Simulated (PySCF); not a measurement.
Isomers of C5H8O4Si.

All values: PBE0/pcSseg-1 (PySCF) at GFN2-xTB geometries, gas phase, one conformer each.

Question: Rank by HOMO–LUMO gap, highest first.
A. `[CH2:1]=[CH:2][C@@H:3]1[O:4][SiH2:5][O:6][C@@H:7]([CH:8]=[O:9])[O:10]1` with C1–C2–C3–O4 -3°, O6–C7–C8–O9 158°, C2–C3–O4–Si5 -110°, C3–O4–Si5–O6 -32°, O4–Si5–O6–C7 5°, Si5–O6–C7–C8 -88°
B. `[O:1]=[C:2]([O:3][SiH3:4])[C:5](=[O:6])[O:7][CH:8]1[CH2:9][CH2:10]1` with O1–C2–O3–Si4 2°, O1–C2–C5–O6 -152°, C2–C5–O7–C8 -178°, C5–O7–C8–C9 -147°
C. `[O:1]=[CH:2][O:3][Si@@H:4]1[CH2:5][O:6][CH2:7][CH2:8][C:9]1=[O:10]` with O1–C2–O3–Si4 1°, C2–O3–Si4–C5 -78°, O3–Si4–C5–O6 -156°, Si4–C5–O6–C7 63°, C5–O6–C7–C8 -76°, O6–C7–C8–C9 68°

Answer: B (6.39 eV), A (6.07 eV), C (5.57 eV).

All values together:

| SMILES | μ (D) | HOMO (eV) | LUMO (eV) | lowest IAO charge (e) | highest IAO charge (e) | lowest Hirshfeld charge (e) | highest Hirshfeld charge (e) |
| --- | --- | --- | --- | --- | --- | --- | --- |
| C=C[C@@H]1O[SiH2]O[C@@H](C=O)O1 | 1.74 | -7.52 | -1.45 | -0.658 (O) | +1.205 (Si) | -0.240 (O) | +0.460 (Si) |
| C=CCOC(=O)C(=O)O[SiH3] | 0.50 | -7.80 | -1.71 | -0.554 (O) | +0.857 (Si) | -0.241 (O) | +0.405 (Si) |
| O=CO[Si@@H]1COCCC1=O | 1.52 | -6.94 | -1.37 | -0.564 (O) | +1.022 (Si) | -0.247 (O) | +0.408 (Si) |
| O=C(O[SiH3])C(=O)OC1CC1 | 0.97 | -7.97 | -1.57 | -0.555 (O) | +0.855 (Si) | -0.247 (O) | +0.405 (Si) |

Conformers: `[CH2:1]=[CH:2][C@@H:3]1[O:4][SiH2:5][O:6][C@@H:7]([CH:8]=[O:9])[O:10]1` with C1–C2–C3–O4 -3°, O6–C7–C8–O9 158°, C2–C3–O4–Si5 -110°, C3–O4–Si5–O6 -32°, O4–Si5–O6–C7 5°, Si5–O6–C7–C8 -88°; `[CH2:1]=[CH:2][CH2:3][O:4][C:5](=[O:6])[C:7](=[O:8])[O:9][SiH3:10]` with C1–C2–C3–O4 -126°, C2–C3–O4–C5 79°, C3–O4–C5–O6 3°, O4–C5–C7–O8 0°, C5–C7–O9–Si10 -179°; `[O:1]=[CH:2][O:3][Si@@H:4]1[CH2:5][O:6][CH2:7][CH2:8][C:9]1=[O:10]` with O1–C2–O3–Si4 1°, C2–O3–Si4–C5 -78°, O3–Si4–C5–O6 -156°, Si4–C5–O6–C7 63°, C5–O6–C7–C8 -76°, O6–C7–C8–C9 68°; `[O:1]=[C:2]([O:3][SiH3:4])[C:5](=[O:6])[O:7][CH:8]1[CH2:9][CH2:10]1` with O1–C2–O3–Si4 2°, O1–C2–C5–O6 -152°, C2–C5–O7–C8 -178°, C5–O7–C8–C9 -147°.
